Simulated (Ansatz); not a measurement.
Reaction (substitution at a C–O bond): `COC1(O)BC1` + `B1N[SiH2]1` → `CN1B[SiH2]1` + `OC1(O)BC1`

Computed with Ansatz on PBE0-D4/def2-TZVP structures; ΔE is electronic, products minus reactants. CCSD(T)/CBS adds triple-zeta CCSD(T) − MP2 to the extrapolated MP2 energy (def2 sets, frozen cores). Functionals use def2-TZVPP. Each species was taken in one conformer, which may not be the lowest.

`COC1(O)BC1`:

Z-matrix (Å, degrees):
```
C
O 1 1.415
H 1 1.090 2 106.8
H 1 1.093 2 111.2 3 -119.5
H 1 1.096 2 111.0 3 119.4
C 2 1.391 1 113.3 3 -178.4
B 6 1.541 2 115.0 1 88.2
O 6 1.383 2 115.3 1 -64.4
C 6 1.518 2 112.4 1 154.6
H 7 1.184 6 151.4 2 -65.1
H 8 0.965 6 107.8 2 -70.4
H 9 1.089 6 113.6 2 145.0
H 9 1.087 6 120.2 2 4.8
```

`B1N[SiH2]1`:

```xyz
7

B     0.731   -0.179    0.864
N     0.645    0.500   -0.331
Si   -0.897   -0.323   -0.159
H     1.543   -0.315    1.720
H     1.229    1.106   -0.886
H    -1.175   -1.361   -1.185
H    -2.076    0.571   -0.023
```

`CN1B[SiH2]1`:

Z-matrix (Å, degrees):
```
C
N 1 1.438
H 1 1.093 2 110.5
H 1 1.093 2 110.5 3 -119.1
H 1 1.092 2 110.5 3 120.4
B 2 1.375 1 139.2 3 -120.0
Si 2 1.759 1 146.2 3 60.0
H 6 1.189 2 135.8 1 -0.0
H 7 1.487 2 114.9 1 64.0
H 7 1.487 2 114.9 1 -64.0
```

`OC1(O)BC1`:

Z-matrix (Å, degrees):
```
C
O 1 1.398
B 1 1.538 2 115.0
O 1 1.381 2 115.0 3 -152.5
C 1 1.518 2 112.0 3 66.4
H 2 0.963 1 107.4 3 86.4
H 3 1.184 1 151.2 2 -67.5
H 4 0.965 1 107.9 2 -68.4
H 5 1.089 1 113.6 2 145.8
H 5 1.087 1 120.4 2 5.3
```

Problem. Is it downhill or uphill in electronic energy at CCSD(T)/CBS, and by how much? (Best estimate.)

Solution. Computed: Downhill: ΔE = -5.5 kcal/mol.

Problem. What do these levels give: PBE-D4, ωB97X-V, HF/def2-TZVPP, MP2/def2-TZVPP, SCS-MP2/def2-QZVPP, MP2/CBS(def2)? (Best estimate.)

Solution. The calculation gave: PBE-D4 -6.5, ωB97X-V -4.9, HF/def2-TZVPP -4.4, MP2/def2-TZVPP -6.3, SCS-MP2/def2-QZVPP -5.9, MP2/CBS(def2) -6.5 kcal/mol.

Largest T1 diagnostic among the species: 0.014.

In def2-TZVPP, CCSD(T) changes the Hartree–Fock value by −1.0 kcal/mol (the triples alone add −0.1 kcal/mol) and MP2 by −1.9 kcal/mol.
